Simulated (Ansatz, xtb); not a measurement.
# A geometry optimisation of FGeH3P+ with r2SCAN-D4/def2-SVP

The starting geometry of this gas-phase singlet has its atoms placed at random.

```json
{"atom": "F", "x (Å)": "0.6040", "y (Å)": "-1.6356", "z (Å)": "0.0821"}
{"atom": "Ge", "x (Å)": "-0.4444", "y (Å)": "0.9410", "z (Å)": "0.7772"}
{"atom": "P", "x (Å)": "-1.2803", "y (Å)": "-1.5294", "z (Å)": "-0.0479"}
{"atom": "H", "x (Å)": "-1.7964", "y (Å)": "0.1815", "z (Å)": "0.5704"}
{"atom": "H", "x (Å)": "1.0746", "y (Å)": "0.0614", "z (Å)": "1.8027"}
{"atom": "H", "x (Å)": "1.2874", "y (Å)": "0.4550", "z (Å)": "0.2158"}
```

Task: One run relaxed it with r2SCAN-D4/def2-SVP. What is a likely outcome?

Result: It ends as a structure given below by its coordinates. Distances that change by over a tenth: H5–H6 (1.65 → 0.80 Å). Contacts that open: Ge2–H4 (1.56 → 3.11 Å). Contacts that close: F1–P3 (1.89 → 1.60 Å), Ge2–P3 (2.74 → 2.31 Å), P3–H4 (1.89 → 1.42 Å).

The energy falls by 5.58 eV over 27 steps:

```
step  E − E(last) (eV)
   1             5.580
   4             1.979
   7             0.511
  10             0.170
  13             0.102
  15             0.060
  18             0.014
  21             0.003
  24             0.000
  27             0.000
```

Final geometry (Å):

```yaml
atoms:
  - { symbol: F, position_ang: [0.0574, -1.9237, 0.3326] }
  - { symbol: Ge, position_ang: [-0.3478, 1.3427, 0.8181] }
  - { symbol: P, position_ang: [-0.9545, -0.7289, -0.0046] }
  - { symbol: H, position_ang: [-2.1921, -1.1498, 0.5561] }
  - { symbol: H, position_ang: [1.5900, 0.8326, 0.7928] }
  - { symbol: H, position_ang: [1.2919, 0.1010, 0.9052] }
```

From the same start GFN2-xTB ends elsewhere, in pieces: FGeHP + H2.

From so rough a start the end depends on the optimiser's path, so another program may land elsewhere. The end wasn't checked by frequencies. Run with Ansatz 0.2.0, 45 s on 2 threads of Arm Neoverse V2, on a shared host.
